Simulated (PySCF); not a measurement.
Co(12+) (cobalt, charge +12) across methods

[Ne] 3s2 3p3, high-spin 4S determinant. Calculation: PySCF 2.14, in an even-tempered Gaussian basis (22 s from 0.81 bohr⁻², ratio 2.2; 14 p from 1.1 bohr⁻², ratio 2.2; 5 d from 5.6 bohr⁻², ratio 2.4; 5 f from 8.5 bohr⁻², ratio 2.4; 4 g from 13 bohr⁻², ratio 2.4); the spin-free X2C one-electron Hamiltonian (Gaussian nucleus).

```json
{"method": "PBE", "E (hartree)": "-1331.119", "mean ε 3s α (eV)": "-399.07", "mean ε 3s β (eV)": "-389.16", "mean ε 3p α (eV)": "-360.31", "Σ⟨r²⟩ (bohr²)": "3.126", "⟨S²⟩": "3.750"}
{"method": "PBE0", "E (hartree)": "-1331.169", "mean ε 3s α (eV)": "-405.71", "mean ε 3s β (eV)": "-392.45", "mean ε 3p α (eV)": "-364.65", "Σ⟨r²⟩ (bohr²)": "3.127", "⟨S²⟩": "3.750"}
{"method": "r2SCAN0", "E (hartree)": "-1331.344", "mean ε 3s α (eV)": "-408.10", "mean ε 3s β (eV)": "-392.44", "mean ε 3p α (eV)": "-365.79", "Σ⟨r²⟩ (bohr²)": "3.130", "⟨S²⟩": "3.750"}
{"method": "r2SCAN", "E (hartree)": "-1331.345", "mean ε 3s α (eV)": "-402.45", "mean ε 3s β (eV)": "-389.26", "mean ε 3p α (eV)": "-361.92", "Σ⟨r²⟩ (bohr²)": "3.129", "⟨S²⟩": "3.750"}
{"method": "UHF", "E (hartree)": "-1330.71638", "mean ε 3s α (eV)": "-424.39", "mean ε 3s β (eV)": "-400.16", "mean ε 3p α (eV)": "-376.46", "Σ⟨r²⟩ (bohr²)": "3.135", "⟨S²⟩": "3.750"}
{"method": "M06-2X", "E (hartree)": "-1331.481", "mean ε 3s α (eV)": "-410.53", "mean ε 3s β (eV)": "-395.75", "mean ε 3p α (eV)": "-368.56", "Σ⟨r²⟩ (bohr²)": "3.127", "⟨S²⟩": "3.750"}
{"method": "LDA", "E (hartree)": "-1328.601", "mean ε 3s α (eV)": "-398.12", "mean ε 3s β (eV)": "-389.34", "mean ε 3p α (eV)": "-359.95", "Σ⟨r²⟩ (bohr²)": "3.130", "⟨S²⟩": "3.750"}
```
